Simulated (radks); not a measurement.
Task: These are the eigenvalues of the occupied orbitals of an atom or ion with whole-number occupations (Ry). Method: scalar-relativistic Kohn-Sham, LB94 model potential, spin-polarised, spherical densities, finite nucleus; Fermi nuclear charge, rms radius of each element as measured or else 0.836 A^(1/3) + 0.57 fm; computed with a radial shooting solver on a logarithmic mesh with Libxc functionals.

orbital  eigenvalue
1s        -730.2448
2s        -168.0673

Which element is it, and in what charge state? The configuration may be excited. Open shells, if any, are filled with parallel spins first.

Result: Z = 28, nickel, charge +24: Ni24+ in [He] 2s2. The 1s level, -365.12 hartree, gives Z - s = 27.0 by -(Z - s)^2/2, which with screening and relativity narrows Z to a few neighbours, and with so few levels the electron count can be read from the list.
